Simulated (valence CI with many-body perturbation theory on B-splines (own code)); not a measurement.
# E1 transitions of Cs⁵⁰⁺

Level of theory: valence CI with perturbative core correlation (CI+MBPT): three valence electrons over a frozen Dirac-Fock core [He], a basis of 11 s, 11 p, 10 d, 8 f, 5 g, 2 h functions for each j, with the one-electron correlation potential Σ1 (screened to all orders), the two-electron term Σ2, the three-electron term Σ3, Breit, model QED; selected single and double excitations, second order for the rest, scaled by the run's own slope (own B-spline code, finite nucleus).

No measured spectrum was set against this ion. As an estimate, large intervals hold to a few tenths of a per cent, small ones and those within an open d or f shell to about a per cent.

Lines 51 to 100 of 504 in falling wavelength, among levels below 7824.5 eV, chosen from the strongest by gf and those to the six lowest levels. Wavelengths and rates use the calculated energies. Electric multipoles are in the length gauge with retardation, E1 and E2 with the static RPA response of the core. Weak lines are less certain than strong ones. Lines between different terms over intervals too small for the method are left out, as are lines whose strength nearly cancels. The highest levels of a list are the least certain.

Levels are named by their leading jj configuration (3d3/2^4 stands for four electrons in 3d with j = 3/2), which in mixed levels can hold well under half, so a name can repeat and another be missing. Letters in brackets count levels of one name in rising energy.

| λ vac (Å) | Upper | Lower | A (s⁻¹) | S (a.u.) |
| --- | --- | --- | --- | --- |
| 93.42 | (2p1/2 2p3/2 3p3/2) J=5/2 [b] | (2s 2p3/2 3p3/2) J=3/2 [b] | 1.26e+10 | 3.05e-02 |
| 93.34 | (2s 2p1/2 3p3/2) J=5/2 | (2s^2 3p3/2) J=3/2 | 1.48e+10 | 3.57e-02 |
| 89.17 | (2p1/2 2p3/2 3d3/2) J=5/2 [b] | (2p1/2 2p3/2 3p1/2) J=3/2 [b] | 1.83e+10 | 3.85e-02 |
| 86.13 | (2p1/2 2p3/2 3d3/2) J=3/2 [b] | (2p1/2 2p3/2 3p1/2) J=3/2 [b] | 2.38e+10 | 3.00e-02 |
| 84.21 | (2s 2p3/2 3p3/2) J=3/2 [a] | (2s 2p3/2 3s) J=3/2 [a] | 3.28e+10 | 3.86e-02 |
| 84.09 | (2p1/2 2p3/2 3p3/2) J=3/2 [a] | (2p1/2 2p3/2 3s) J=3/2 [b] | 2.44e+10 | 2.87e-02 |
| 83.64 | (2p1/2^2 3d3/2) J=3/2 | (2p1/2^2 3p1/2) J=1/2 | 4.50e+10 | 5.19e-02 |
| 83.31 | (2p3/2^2 3p3/2) J=5/2 | (2p3/2^2 3s) J=3/2 | 3.20e+10 | 5.49e-02 |
| 83.29 | (2p1/2 2p3/2 3p3/2) J=3/2 [a] | (2p1/2 2p3/2 3s) J=1/2 | 2.65e+10 | 3.02e-02 |
| 82.95 | (2s 2p1/2 2p3/2) J=5/2 | (2s^2 2p3/2) J=3/2 | 4.30e+09 | 7.27e-03 |
| 82.31 | (2p1/2 2p3/2 3d3/2) J=5/2 [a] | (2p1/2 2p3/2 3p1/2) J=3/2 [a] | 3.43e+10 | 5.66e-02 |
| 82.19 | (2p3/2^2 3p3/2) J=1/2 | (2p3/2^2 3s) J=3/2 | 6.50e+10 | 3.56e-02 |
| 82.17 | (2s 2p3/2 3d3/2) J=5/2 [a] | (2s 2p3/2 3p1/2) J=3/2 [a] | 1.95e+10 | 3.21e-02 |
| 81.63 | (2p3/2^2 3d3/2) J=5/2 | (2p3/2^2 3p1/2) J=5/2 | 2.42e+10 | 3.89e-02 |
| 80.86 | (2p3/2^2 3d3/2) J=3/2 [a] | (2p3/2^2 3p1/2) J=3/2 | 3.82e+10 | 3.99e-02 |
| 80.40 | (2p3/2^2 3d3/2) J=7/2 | (2p3/2^2 3p1/2) J=5/2 | 5.00e+10 | 1.03e-01 |
| 80.23 | (2p3/2^2 3d3/2) J=5/2 | (2p3/2^2 3p1/2) J=3/2 | 2.25e+10 | 3.44e-02 |
| 80.16 | (2p1/2^2 3p3/2) J=3/2 | (2p1/2^2 3s) J=1/2 | 7.59e+10 | 7.72e-02 |
| 80.15 | (2s 2p3/2 3d3/2) J=7/2 | (2s 2p3/2 3p1/2) J=5/2 | 3.83e+10 | 7.79e-02 |
| 79.61 | (2p1/2 2p3/2 3d3/2) J=7/2 | (2p1/2 2p3/2 3p1/2) J=5/2 | 4.08e+10 | 8.13e-02 |
| 79.15 | (2s 2p1/2 3d3/2) J=3/2 [a] | (2s 2p1/2 3p1/2) J=1/2 [a] | 4.66e+10 | 4.56e-02 |
| 78.97 | (2p1/2 2p3/2 3p3/2) J=7/2 | (2p1/2 2p3/2 3s) J=5/2 | 4.73e+10 | 9.20e-02 |
| 78.91 | (2p3/2^2 3p3/2) J=5/2 | (2p3/2^2 3s) J=5/2 | 3.93e+10 | 5.72e-02 |
| 78.81 | (2p3/2^2 3p3/2) J=7/2 | (2p3/2^2 3s) J=5/2 | 8.06e+10 | 1.56e-01 |
| 78.75 | (2p1/2 2p3/2 3p3/2) J=5/2 [a] | (2p1/2 2p3/2 3s) J=3/2 [a] | 6.66e+10 | 9.63e-02 |
| 78.61 | (2s 2p3/2 3d3/2) J=5/2 [b] | (2s 2p3/2 3p1/2) J=3/2 [b] | 5.51e+10 | 7.93e-02 |
| 78.41 | (2s 2p1/2 3p3/2) J=3/2 [b] | (2s 2p1/2 3s) J=1/2 [b] | 4.21e+10 | 4.00e-02 |
| 78.39 | (2s 2p1/2 3d3/2) J=5/2 | (2s 2p1/2 3p1/2) J=3/2 | 4.07e+10 | 5.80e-02 |
| 77.54 | (2s^2 3d3/2) J=3/2 | (2s^2 3p1/2) J=1/2 | 5.27e+10 | 4.85e-02 |
| 77.44 | (2s 2p3/2 3p3/2) J=5/2 [a] | (2s 2p3/2 3s) J=3/2 [a] | 2.54e+10 | 3.49e-02 |
| 75.52 | (2p1/2 2p3/2 3p3/2) J=3/2 [b] | (2p1/2 2p3/2 3s) J=3/2 [b] | 4.11e+10 | 3.50e-02 |
| 75.50 | (2s 2p3/2 3p3/2) J=7/2 | (2s 2p3/2 3s) J=5/2 | 8.62e+10 | 1.46e-01 |
| 75.46 | (2p3/2^2 3p3/2) J=3/2 [b] | (2p3/2^2 3s) J=1/2 | 8.34e+10 | 7.08e-02 |
| 75.39 | (2p3/2^2 3d3/2) J=3/2 [b] | (2p3/2^2 3p1/2) J=1/2 | 3.09e+10 | 2.61e-02 |
| 75.28 | (2s 2p3/2 3p3/2) J=5/2 [b] | (2s 2p3/2 3s) J=3/2 [b] | 8.90e+10 | 1.12e-01 |
| 74.02 | (2p1/2 2p3/2 3d3/2) J=5/2 [b] | (2p1/2 2p3/2 3p1/2) J=5/2 | 2.45e+10 | 2.94e-02 |
| 73.79 | (2s 2p1/2^2) J=1/2 | (2s^2 2p1/2) J=1/2 | 1.00e+10 | 3.98e-03 |
| 71.92 | (2s 2p1/2 3p3/2) J=3/2 [a] | (2s 2p1/2 3s) J=1/2 [a] | 9.27e+10 | 6.81e-02 |
| 71.57 | (2p1/2 2p3/2 3p3/2) J=5/2 [b] | (2p1/2 2p3/2 3s) J=3/2 [b] | 4.36e+10 | 4.73e-02 |
| 70.50 | (2s^2 3p3/2) J=3/2 | (2s^2 3s) J=1/2 | 1.06e+11 | 7.30e-02 |
| 70.42 | (2s 2p3/2 3p3/2) J=3/2 [b] | (2s 2p3/2 3s) J=3/2 [b] | 4.34e+10 | 2.99e-02 |
| 70.37 | (2p1/2 2p3/2 3p3/2) J=5/2 [b] | (2p1/2 2p3/2 3s) J=5/2 | 5.93e+10 | 6.12e-02 |
| 69.75 | (2s 2p1/2 3p3/2) J=5/2 | (2s 2p1/2 3s) J=3/2 | 8.38e+10 | 8.43e-02 |
| 69.36 | (2s 2p3/2 3p3/2) J=5/2 [a] | (2s 2p3/2 3s) J=5/2 | 2.95e+10 | 2.91e-02 |
| 69.09 | (2p1/2^2 2p3/2) J=3/2 | (2s 2p1/2 2p3/2) J=1/2 | 8.60e+09 | 5.60e-03 |
| 68.95 | (2s 2p3/2 3p3/2) J=3/2 [b] | (2s 2p3/2 3s) J=1/2 | 7.07e+10 | 4.57e-02 |
| 68.94 | (2p1/2^2 4f7/2) J=7/2 | (2s 2p1/2 4f7/2) J=9/2 | 1.81e+10 | 2.34e-02 |
| 68.63 | (2s 2p1/2 3p3/2) J=3/2 [b] | (2s 2p1/2 3s) J=3/2 | 5.62e+10 | 3.59e-02 |
| 68.42 | (2s 2p3/2 3p3/2) J=1/2 [b] | (2s 2p3/2 3s) J=1/2 | 9.26e+10 | 2.93e-02 |
| 66.69 | (2p3/2^2 3p3/2) J=3/2 [a] | (2p3/2^2 3s) J=3/2 | 1.05e+11 | 6.13e-02 |
